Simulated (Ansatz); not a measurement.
Trimethylantimony (`[CH3][Sb]([CH3])[CH3]`), 13 atoms. Charge 0, multiplicity 1. Correlated methods include outer-core shells of Sb, which these sets cover unevenly. Sb takes the def2 core potential. All runs use 4 threads of an Intel Xeon Platinum 8488C on a shared host. Correlated methods freeze the cores.

Q: How many basis functions does each run have, and how long does it take in Ansatz? direct RPA on PBE orbitals/def2-TZVPP energy; RKS BHLYP-D4/def2-TZVPP energy; RHF-MP2/def2-QZVPP energy; RKS ωB97M-V/def2-QZVPP energy; RKS PBE0-D4/def2-TZVPP energy; RKS B97M-V/def2-TZVPP energy; RKS LC-ωPBE/def2-TZVPP energy; RHF-CCSD(T)/def2-TZVPP energy; RHF-CCSD(T)/def2-SVP energy; RKS PBE0-D4/def2-QZVPP energy; RKS PBE0-D4/def2-SVP energy; RKS PBE0-D4/def2-TZVP frequencies. (An estimate is asked.)

A: Ansatz gave: Other jobs shared the machine, so times are rough.

```csv
level,job,functions,wall time,peak host memory (GiB)
RKS PBE0-D4/def2-SVP,energy,113,0.8 s,0.27
RKS LC-ωPBE/def2-TZVPP,energy,269,2.1 s,0.53
RKS PBE0-D4/def2-TZVPP,energy,269,2.3 s,0.68
RKS BHLYP-D4/def2-TZVPP,energy,269,2.4 s,0.7
direct RPA on PBE orbitals/def2-TZVPP,energy,269,4.9 s,0.81
RKS B97M-V/def2-TZVPP,energy,269,5.5 s,0.45
RHF-CCSD(T)/def2-SVP,energy,113,5.5 s,0.7
RKS PBE0-D4/def2-QZVPP,energy,523,6.5 s,1.9
RKS ωB97M-V/def2-QZVPP,energy,523,14 s,2.4
RHF-MP2/def2-QZVPP,energy,523,19 s,3.7
RKS PBE0-D4/def2-TZVP,frequencies,197,2.3 min,0.53
RHF-CCSD(T)/def2-TZVPP,energy,269,2.4 min,7.7
```

LC-ωPBE has ω = 0.4 bohr⁻¹.
